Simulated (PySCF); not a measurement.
## Electron correlation in Nd (neodymium, neutral)

[Xe] 4f3 5d1 6s2, one real determinant (an excited configuration). All numbers are calculated (PySCF 2.14, scalar relativity by spin-free X2C-1e, in cc-pVDZ-X2C (8s7p5d3f1g, 84 functions)). Frozen: [Ar] 3d10; 32 electrons correlated.

MP2 pair energies summed by pair of shells (mhartree):

| pair | energy | share (%) |
| --- | --- | --- |
| 4d-4d | -181.22 | 24.2 |
| 5p-5p | -110.96 | 14.8 |
| 4d-5p | -98.54 | 13.1 |
| 4f-5p | -53.71 | 7.2 |
| 4d-4f | -50.11 | 6.7 |
| 5s-5p | -32.40 | 4.3 |
| 5p-6s | -29.27 | 3.9 |
| 5p-5d | -24.10 | 3.2 |
| 4p-4d | -23.19 | 3.1 |
| 4d-5s | -22.88 | 3.1 |
| 6s-6s | -18.00 | 2.4 |
| 4p-4p | -13.50 | 1.8 |
| 4f-4f | -10.44 | 1.4 |
| 4f-5s | -9.82 | 1.3 |
| 4p-4f | -9.71 | 1.3 |
| 5d-6s | -9.06 | 1.2 |
| 4p-5p | -6.47 | 0.9 |
| 4s-4d | -6.34 | 0.8 |
| 5s-5s | -5.79 | 0.8 |
| 4d-5d | -5.74 | 0.8 |
| 4d-6s | -5.01 | 0.7 |
| 4f-5d | -4.89 | 0.7 |
| 4f-6s | -4.17 | 0.6 |
| 4p-5s | -3.99 | 0.5 |
| 5s-5d | -2.81 | 0.4 |
| 4s-4p | -2.23 | 0.3 |
| 5s-6s | -1.47 | 0.2 |
| 4s-4f | -1.38 | 0.2 |
| 4s-4s | -1.10 | 0.1 |
| 4s-5p | -0.79 | 0.1 |

Total MP2 correlation energy: -750.01 mhartree.

Same-spin part -273.94 and opposite-spin part -476.07 mhartree; SCS-MP2 scales them by 1/3 and 6/5 to -662.60 mhartree.

The reference is one real determinant that mixes LS terms of this configuration.

This basis was not built for core-valence correlation, so the inner-shell part is incomplete.
